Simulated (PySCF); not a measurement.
Does the structure fit the spectrum?

A compound C$_{5}$H$_{6}$N$_{2}$Si gives the data below (simulated from a calculation) and was assigned the structure `N#Cc1cccn1[SiH3]`.

¹³C{¹H} NMR (computed): δ 128.3 (CH, 2C), 122.8 (C), 120.1 (CH, 2C).

¹H NMR (400 MHz, computed): δ 6.77 (m, 2H), 6.76 (m, 2H), 5.27 (s, 2H).

Theory: GIAO PBE0/pcSseg-1 shieldings, structure optimised with GFN2-xTB, in PySCF 2.14.0 with density-fitted response routines (no solvent, a single conformation, equivalent nuclei averaged, relativity neglected).

Referencing at the same level of theory: TMS for ¹H (σref 31.72) and ¹³C (σref 186.93).

**Question.** Compare with the shifts computed for the proposed structure, pairing carbons in order of shift.

**Answer.** Atoms are numbered as in `[N:1]#[C:2][c:3]1[cH:4][cH:5][cH:6][n:7]1[SiH3:8]`; H(Xn) means a hydrogen on atom n.

```csv
atom,computed for proposal,given list,difference
C6,134.9,128.3,+6.6
C4,133.3,128.3,+5.0
C2,119.7,122.8,-3.1
C5,118.0,120.1,-2.1
C3,112.5,120.1,-7.6
```

The rms difference is 5.3 ppm and the largest -7.6 ppm at C3 (substituted aromatic carbon next to a ring nitrogen). The proposal also would give 5 carbon signals, not 3. The carbon types in order of shift don't match either: CH, CH, C, CH, C for the proposal against CH, CH, C, CH, CH in the data. The proposal doesn't fit.

**Question.** Which isomer fits?

**Answer.** `N#C[SiH2]n1cccc1`.

- Carbon types of the structure: 1 × C, 4 × CH, leaving 2 H on heteroatoms.
- δC 128.3: aromatic CH next to a ring nitrogen.
- δC 122.8: nitrile carbon; typical of a nitrile.
- δC 120.1: aromatic CH.
- δH 6.77: hydrogen on an aromatic CH next to a ring nitrogen; the ring current deshields protons in the ring plane.

Other isomers checked: C#Cc1nccn1[SiH3] (rms 23.4 ppm).

This is the structure that produced the data.

Shifts are as computed. Against solution values, carbons near 30 ppm lie about +3 ppm off and those near 130 ppm about +5 ppm. Of 1309 compounds with measured shifts, 239 miss one by over three times the rms of a fit or turn the order of signals round; such compounds aren't used in these exercises. No couplings were computed; multiplicities are counted from neighbouring protons, with m where these are inequivalent, close in shift, in a saturated or five-membered ring or joined by F or P, and br s for small geminal =CH2 splittings.
